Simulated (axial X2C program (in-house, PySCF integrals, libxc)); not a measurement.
What spin–orbit coupling does to VO⁻

Calculated with an in-house relativistic program for diatomic molecules. Spin-free means the one-electron spin-free X2C Hamiltonian; two-component (2c) means X2C with spin–orbit coupling and atomic mean-field two-electron Coulomb and Gaunt terms, so the difference of the two also holds small scalar two-electron terms. Basis: V dyall-acv3z [11s11p7d4f2g], O dyall-av3z [7s6p3d2f] (cores contracted in-house); Gaussian nuclei, density fitting, unrestricted open shells. Masses: V 50.944 u, O 15.995 u.

Spin-free state: M_S = 1, Λ = 0 (beyond evenly filled blocks: δ+α, δ-α); fragments V + O-.

| level | Re (Å) | ωe (cm⁻¹) | μ (D) |
| --- | --- | --- | --- |
| PBE0 | 1.593 | 1007.1 | 2.33 |
| BHandHLYP | 1.596 | 1003.7 | 1.35 |

Dipoles are positive if O is the positive end and refer to the centre of mass.

Two-component determinant lowest at the distance of the search:

Ω = 1 (⟨Sz⟩ = 1.00, ⟨Lz⟩ = 0.00 at PBE0); fragments V + O-.

```csv
level,Re (Å),ωe (cm⁻¹),μ (D)
PBE0,1.593,1006.9,2.34
BHandHLYP,1.596,1003.3,1.35
```

(1) From the two tables, how do the constants change at the PBE0 level (2c against spin-free)?

The state is one determinant whose occupation by symmetry is held fixed; it was picked as the lowest of a PBE0 search that is not exhaustive. De is not given where an atomic determinant may have missed its ground term or J level, or where the truncated virtual space spoils (T). Density functionals use the spin component along the axis (collinear). The functionals have no current-density term, which raises determinants with orbital currents, atoms included. With several unpaired electrons one determinant need not be a pure state. Open-shell Ω = 0 determinants with evenly filled partner blocks cannot be reached by this program, so the Ω shown need not be the lowest component. The highest occupied level of some functionals is positive through self-interaction error; at Hartree–Fock it is bound. The determinant is spin-polarised beyond a pure state at some levels (its spin-free form has ⟨S²⟩ too high), which makes Re and μ there less reliable.

Results:

(1) At the PBE0 level Re is unchanged within 0.001 Å and ωe doesn't move by more than 0.2 cm⁻¹.
